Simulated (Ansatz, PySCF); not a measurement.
Breaking the Si3–H4 bond in H4SiSn (SMILES [SiH3][SnH]) (multiplicity 1 held, fragments rigid). Energies count from the point at 1.489 Å.
Geometry at that point (charge 0, multiplicity 1):
```xyz
6

Sn     0.0224     0.5398     0.4343
H     -0.4134     1.5187    -0.9877
Si    -0.0383    -1.6023    -1.1589
H      0.9401    -1.4462    -2.2703
H     -1.3883    -1.7535    -1.7684
H      0.2796    -2.8778    -0.4649
```

Restricted levels (R-, RO-) in cc, def2 and unpolarised 6-31G sets keep to the state of the molecule at rest. Active spaces are followed from a long bond inwards. Levels need not reach the same state.

Frozen-core correlation. Filled d and f shells under p-block atoms count as core. Rows in 3-21G carry no dispersion term and start afresh at each structure; the Pople sets are all-electron and without relativity.

Codes used: Ansatz (a first-principles code) with Gaussian orbitals; PySCF for 3-21G rows. Values without a source in brackets are computed. In def2 rows elements past Kr take small-core potentials, without spin–orbit coupling.

Q: What is the computed energy at R = 4.764 Å (R-HF/3-21G)?

A: 677 kJ/mol

Q: Estimate the energy at R = 4.764 Å that FIC-MRCISD+Q on CASSCF(2,2)/def2-TZVPP returns for this input.

A: 362 kJ/mol

Q: Give the energy at R = 4.764 Å at the level R-HF/def2-TZVPP.

A: 652 kJ/mol

Doubts at one or more of the structures used: a restricted determinant that unrestricted orbitals would lower (R-HF/3-21G, R-HF/def2-TZVPP).
